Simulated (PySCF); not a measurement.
BrF2HOSi, SMILES [Si](F)(F)(Br)O. Atoms are numbered in the order given.

```xyz
6

O      1.5381    -1.3390     0.0000
Si    -0.0009    -0.8007     0.0000
F     -0.8081    -1.3461     1.2796
F     -0.8081    -1.3461    -1.2796
Br     0.0159     1.3841     0.0000
H      1.6954    -2.2919     0.0000
```
Charge 0, spin multiplicity 1.

Geometry: B3LYP-D3(BJ)/def2-SVP. This is a generated structure with no PubChem entry under its InChIKey; it may be hypothetical. The values are those of a single conformer.

Two levels are set side by side: PBE/pcSseg-1 (PySCF) and PBE0/pcSseg-1 (PySCF). GIAO shifts against CFCl3 (¹⁹F), H2O (¹⁷O), TMS (²⁹Si), TMS (¹H) at the same level; non-relativistic, no solvent, atoms listed together averaged. Without spin–orbit terms, shifts of atoms bonded to Cl or Br come out too high at both levels. Differences are taken from unrounded values.

```json
[
 {"quantity": "δ(¹⁷O) of O1 (ppm)", "PBE0": "64.6"},
 {"quantity": "δ(²⁹Si) of Si2 (ppm)", "PBE0": "-46.7"},
 {"quantity": "δ(¹⁹F) of F3, F4 (ppm)", "PBE0": "-124.8"},
 {"quantity": "δ(¹H) of H6 (ppm)", "PBE0": "3.12"}
]
```

Problem. What does PBE give, and how far is it from PBE0? (The exact figures need the calculation; the answer reports its results.)

Solution. 
| quantity | PBE | PBE minus PBE0 |
|---|---|---|
| δ(¹⁷O) of O1 (ppm) | 73.4 | 8.8 |
| δ(²⁹Si) of Si2 (ppm) | -45.8 | 0.9 |
| δ(¹⁹F) of F3, F4 (ppm) | -137.8 | -13.0 |
| δ(¹H) of H6 (ppm) | 2.95 | -0.17 |

Rough cost on one machine, each run with all the roots and properties that it gave: PBE0 against PBE within a factor of 2.
